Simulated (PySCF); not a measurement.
A structure optimised at B3LYP-D3(BJ)/def2-SVP, used in a PySCF frequency run:

```
N
C 1 1.2674
H 2 1.1179 1 122.23
C 2 1.5015 3 114.11 1 179.97
H 4 1.0987 2 110.41 3 179.41
H 4 1.1041 5 109.79 2 121.83
H 4 1.1041 5 109.64 6 116.62
Si 1 1.7618 2 124.61 3 -0.31
N 8 1.7283 1 113.99 2 -122.54
H 9 1.0161 8 119.18 1 73.59
H 9 1.0163 10 110.22 8 142.92
H 8 1.4872 9 107.81 10 -168.79
H 8 1.4992 12 111.65 9 -117.55
```
Charge 0, spin multiplicity 1.

Problem. Write its SMILES and formula.

Solution. C/C=N/[SiH2]N, C2H8N2Si

Problem. What are its rotational constants (standard atomic weights)?

Solution. 13.383, 1.6687, 1.5875 GHz
